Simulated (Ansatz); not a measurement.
`B[SiH2][SiH2][SiH3]` + H₂ → `[SiH3][SiH2][SiH3]` + BH₃ at 700 K and 1 bar (hydrogenolysis of the Si–B bond).

Computed with Ansatz on PBE0-D4/def2-TZVP structures; ΔE is electronic, products minus reactants. CBS: MP2 limit from def2 TZ/QZ plus the TZ coupled-cluster correction, frozen cores. This one scheme is used for every species. One conformer a species, not always the lowest.

| species | CCSD(T)/CBS energy (Eh) | H − E (kJ/mol) | S (J/(mol·K)) |
| --- | --- | --- | --- |
| `B[SiH2][SiH2][SiH3]` | -897.39286 | 309.4 | 553.9 |
| H₂ | -1.17544 | 46.8 | 155.3 |
| `[SiH3][SiH2][SiH3]` | -872.02658 | 258.7 | 476.9 |
| BH₃ | -26.55200 | 96.5 | 225.0 |

H − E and S are ideal-gas, rigid-rotor, harmonic terms from PBE0-D4/def2-TZVP, for one conformer and one mirror image of each species. The MP2-based limit puts H₂ 0.8 mEh under its directly extrapolated value; such offsets cancel only in part. 1 Eh = 2625.50 kJ/mol, R = 8.31446 J/(mol·K).

Task: By hand: ΔE, ΔH, ΔS and ΔG.

Result: ΔE = (-872.02658) + (-26.55200) − (-897.39286) − (-1.17544) = -0.01028 Eh = -27.0 kJ/mol. Δ(H − E) = 258.7 + 96.5 − 309.4 − 46.8 = -1.0, so ΔH = -28.0 kJ/mol. ΔS = 476.9 + 225.0 − 553.9 − 155.3 = -7.3 J/(mol·K). ΔG = -28.0 − 700 × (-7.3)/1000 = -22.9 kJ/mol.

Task: By hand: the equilibrium constant, and the temperature at which ΔG would vanish if ΔH and ΔS stayed fixed.

Result: log₁₀ K = −ΔG/(RT ln 10) = 1.7. ΔG = 0 at ΔH/ΔS = 3836 K, far beyond where these terms or the molecules hold.

The number of gas molecules stays the same, so ΔS is small and ΔH decides. A doubt of 5 kJ/mol in ΔE shifts log₁₀ K by 0.4 here. Other conformers and mirror images would add mixing entropy, several J/(mol·K) or more a flexible species. Modes under 60 cm⁻¹, often nearly free rotors, make the harmonic entropy too high. These are equilibria of isolated gas molecules and say nothing of rates. Largest T1 diagnostic: 0.014 (customary marks: 0.02 for closed shells, 0.045 for open ones).
